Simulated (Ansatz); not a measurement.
Basis-set extrapolation for C₂H₈SSi₂, SMILES `[SiH3][SiH]1CCS1` (PBE0-D4/def2-TZVP geometry, frozen core, Ansatz 0.2.0). Multiplicity 1, RHF reference.

|  | def2-TZVPP | def2-QZVPP |
| --- | --- | --- |
| HF | -1055.858464 | -1055.890890 |
| MP2 correlation | -0.762939 | -0.818556 |
| CCSD(T) correlation | -0.867625 | not run |

Energies in hartree. Use E(X) = E(∞) + A·exp(−7.88·√X) for Hartree–Fock and E(X) = E(∞) + B·X^(−2.97) for correlation, with X = 3 and 4, and add CCSD(T) minus MP2 of the smaller set to the MP2 limit.

Problem. What is the CCSD(T) energy at the basis-set limit?

Solution. HF limit: -1055.890890 + (-0.032426) × 0.13774 = -1055.89536. MP2 limit: -0.818556 + (-0.055617) × 0.74074 = -0.85975. Higher-order term: -0.867625 − (-0.762939) = -0.10469. Total: -1056.85980 hartree, 351.1 kJ/mol below CCSD(T)/def2-TZVPP.
